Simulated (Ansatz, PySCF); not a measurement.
Gas-phase reaction in SMILES: [Cl][Sn][Cl] → [Cl][Sn][Cl] as doublet, charge +1 + e-
Geometries: B3LYP-D3(BJ)/def2-TZVP minima from Ansatz (a first-principles code). A spin state is the lowest found, not a proven ground state.
Geometry of the first species:
```xyz
3

Sn    -0.0035    -0.0126     0.6287
Cl     1.1924     1.3887    -0.8905
Cl    -1.1822    -1.3517    -0.9587
```
Charge 0, spin multiplicity 1.

Quantity: adiabatic ionisation energy (0 K, with B3LYP-D3(BJ) harmonic zero-point energies from PySCF), in eV. Valence correlation only, unless marked. Open shells are spin-unrestricted. No spin-orbit coupling. Frozen are the shells of the preceding noble gas and the d and f shells that filled before the atom's block. Past Kr the def2 sets carry scalar-relativistic core potentials. STO-3G rows are all-electron and non-relativistic. CBS marks a two-point X^-3 extrapolation of the correlation energy; Hartree-Fock from the larger set. The bracket is a focal-point correction in the basis named.

```
level                                                                 program  adiabatic ionisation energy (eV)  minus last row
-------------------------------------------------------------  --------------  --------------------------------  --------------
BLYP-D4/def2-TZVPD                                             Ansatz + dftd4                              9.74           -0.17
B3LYP/def2-TZVPD                                                       Ansatz                              9.97            0.06
RI-MP2/def2-QZVPPD                                                     Ansatz                              9.85           -0.06
SCS-MP2/def2-SVP                                                       Ansatz                              9.51           -0.40
CCSD/def2-SVP                                                          Ansatz                              9.51           -0.40
CCSD(T)/STO-3G                                                         Ansatz                              6.40           -3.51
RI-MP2/CBS(def2-TZVPPD,def2-QZVPPD)+[CCSD(T)-MP2]/def2-TZVPPD          Ansatz                              9.91            0.00
```
